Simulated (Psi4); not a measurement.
C$_{3}$H$_{6}$AuN, singlet, at a GFN2-xTB geometry (such geometries of metal compounds can be far from the true shape) (core potentials on Au); M06-2X/def2-SVP (Psi4).

Psi4 was given this input:
```
memory 2 GB

molecule mol {
0 1
  Au    0.338123   -0.008914   -0.364234
  C     1.547428    0.984706   -1.669999
  H     2.527226    0.519347   -1.769159
  H     1.739481    2.018106   -1.385095
  H     1.137504    1.028773   -2.678100
  C    -2.614778   -0.230712    2.818102
  N    -1.679294   -0.443917    1.809980
  C    -0.896463   -0.625982    0.967688
  H    -2.484626    0.773689    3.225579
  H    -2.472998   -0.967325    3.611082
  H    -3.620357   -0.329005    2.405548
}

set basis def2-svp
set reference rks
set df_basis_scf cc-pvqz-jkfit

energy('m06-2x')
print_variables()
```

Q: What does Psi4 print? Leave out banner, timings and long lists.

A: 
```
   => Loading Basis Set <=

    Name: DEF2-SVP
    Role: ORBITAL
    Keyword: BASIS

    !!!  WARNING: ECP capability is in beta. Please check occupations closely.  !!!

         ---------------------------------------------------------
                                   SCF
               by Justin Turney, Rob Parrish, Andy Simmonett
                          and Daniel G. A. Smith
                              RKS Reference
         ---------------------------------------------------------

  ==> Geometry <==

    Molecular point group: c1
    Full point group: C1

    Geometry (in Angstrom), charge = 0, multiplicity = 1:

       Center              X                  Y                   Z               Mass
    ------------   -----------------  -----------------  -----------------  -----------------
         AU           0.273624115020     0.004399029816    -0.294789510619   196.966568790000
         C            1.482929115020     0.998019029816    -1.600554510619    12.000000000000
         H            2.462727115020     0.532660029816    -1.699714510619     1.007825032230
         H            1.674982115020     2.031419029816    -1.315650510619     1.007825032230
         H            1.073005115020     1.042086029816    -2.608655510619     1.007825032230
         C           -2.679276884980    -0.217398970184     2.887546489381    12.000000000000
         N           -1.743792884980    -0.430603970184     1.879424489381    14.003074004430
         C           -0.960961884980    -0.612668970184     1.037132489381    12.000000000000
         H           -2.549124884980     0.787002029816     3.295023489381     1.007825032230
         H           -2.537496884980    -0.954011970184     3.680526489381     1.007825032230
         H           -3.684855884980    -0.315691970184     2.474992489381     1.007825032230

  Running in c1 symmetry.

  Rotational constants: A =      0.93900  B =      0.03495  C =      0.03412 [cm^-1]
  Rotational constants: A =  28150.62215  B =   1047.84767  C =   1023.00696 [MHz]
  Nuclear repulsion =  206.399537577727273

  Charge       = 0
  Multiplicity = 1
  Electrons    = 50
  Nalpha       = 25
  Nbeta        = 25

  ==> Algorithm <==

  SCF Algorithm Type is DF.
  DIIS enabled.
  MOM disabled.
  Fractional occupation disabled.
  Guess Type is SAD.
  Energy threshold   = 1.00e-06
  Density threshold  = 1.00e-06
  Integral threshold = 1.00e-12

  ==> Primary Basis <==

  Basis Set: DEF2-SVP
    Blend: DEF2-SVP
    Number of shells: 54
    Number of basis functions: 118
    Number of Cartesian functions: 127
    Spherical Harmonics?: true
    Max angular momentum: 3

  Core potential: DEF2-SVP
    Number of shells: 4
    Number of ECP primitives: 14
    Number of ECP core electrons: 60
    Max angular momentum: 3

  ==> DFT Potential <==

   => LibXC <=

    Version 7.1.2
    S. Lehtola, C. Steigemann, M. J. T. Oliveira, and M. A. L. Marques,  SoftwareX 7, 1–5 (2018) (10.1016/j.softx.2017.11.002)

   => Composite Functional: M06-2X <=

    Hybrid M06-2X Meta-GGA XC Functional  (10.1007/s00214-007-0310-x)
    Y. Zhao and D. G. Truhlar,  Theor. Chem. Acc., 120, 215, 2008

    Deriv               =              1
    GGA                 =           TRUE
    Meta                =           TRUE

    Exchange Hybrid     =           TRUE
    MP2 Hybrid          =          FALSE

   => Exchange Functionals <=

    1.0000   XC_HYB_MGGA_X_M06_2X

   => Exact (HF) Exchange <=

    0.5400               HF

   => Correlation Functionals <=

    1.0000   XC_MGGA_C_M06_2X

   => LibXC Density Thresholds  <==

    XC_MGGA_C_M06_2X:  1.00E-12
    XC_HYB_MGGA_X_M06_2X:  1.00E-15

   => Molecular Quadrature <=

    Radial Scheme          =       TREUTLER
    Pruning Scheme         =           NONE
    Nuclear Scheme         =       TREUTLER

    Blocking Scheme        =         OCTREE
    BS radius alpha        =              1
    Pruning alpha          =              1
    Radial Points          =             75
    Spherical Points       =            302
    Total Points           =         238442
    Total Blocks           =           1834
    Max Points             =            256
    Max Functions          =            112
    Weights Tolerance      =       1.00E-15

Traceback (most recent call last):
  File "psi4", line 375, in <module>
  File "<string>", line 33, in <module>
  File "site-packages/psi4/driver/driver.py", line 533, in energy
  File "site-packages/psi4/driver/procrouting/proc.py", line 2760, in run_scf
  File "site-packages/psi4/driver/procrouting/proc.py", line 1939, in scf_helper
  File "site-packages/psi4/driver/procrouting/proc.py", line 1462, in scf_wavefunction_factory
  File "site-packages/psi4/driver/p4util/python_helpers.py", line 169, in _pybuild_basis
  File "site-packages/psi4/driver/qcdb/libmintsbasisset.py", line 722, in pyconstruct
  File "site-packages/psi4/driver/qcdb/libmintsbasisset.py", line 976, in construct

psi4.driver.qcdb.exceptions.BasisSetNotFound: BasisSet::construct: Unable to find a basis set for atom 1 for key JKFIT among:
  Shell Entries: ['AU']
  Basis Sets: [('CC-PVQZ-JKFIT', 'CC-PVQZ-JKFIT', None)]
  File Path: tmppdjeo83l, tmppdjeo83l, basis
  Input Blocks:

Printing out the relevant lines from the Psithon --> Python processed input file:
    ""","mol")
    core.IO.set_default_namespace("mol")
    core.set_global_option("BASIS", "def2-svp")
    core.set_global_option("REFERENCE", "rks")
    core.set_global_option("DF_BASIS_SCF", "cc-pvqz-jkfit")
--> energy('m06-2x')
    print_variables()

!----------------------------------------------------------------------------------!
!                                                                                  !
!  BasisSet::construct: Unable to find a basis set for atom 1 for key JKFIT among: !
!   Shell Entries: ['AU']                                                          !
!   Basis Sets: [('CC-PVQZ-JKFIT', 'CC-PVQZ-JKFIT', None)]                         !
!   File Path: tmppdjeo83l,                        !
!     tmppdjeo83l,                                 !
!     basis                                          !
!   Input Blocks:                                                                  !
!                                                                                  !
!----------------------------------------------------------------------------------!

QcdbException BasisSetNotFound: BasisSet::construct: Unable to find a basis set for atom 1 for key JKFIT among:
  Shell Entries: ['AU']
  Basis Sets: [('CC-PVQZ-JKFIT', 'CC-PVQZ-JKFIT', None)]
  File Path: tmppdjeo83l, tmppdjeo83l, basis
  Input Blocks:
```

The input was rejected before any calculation.
